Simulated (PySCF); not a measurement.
CH3AlCl, SMILES [CH3][Al+][Cl], charge +1. Geometry optimised at B3LYP-D3(BJ)/def2-TZVP. The multiplicity is an assumed one; other spin states were not compared. The isomer is the one that the SMILES or the coordinates give; other isomers of the formula were not compared.

TDA-PBE0/def2-SVPD in PySCF puts the lowest singlet excitations at 6.48, 6.48, 7.06, 7.10, 7.10, 7.33 eV.

Question: What are the lowest excitation roots from ADC(2)/aug-cc-pVDZ in PySCF? (An estimate is asked for; the answer gives what the named calculation found.)

Answer: 6.95, 6.95, 7.57, 7.57, 7.59, 7.60 eV. S1 differs by 0.48 eV (second minus first; roots are paired by order, and the bases may differ).
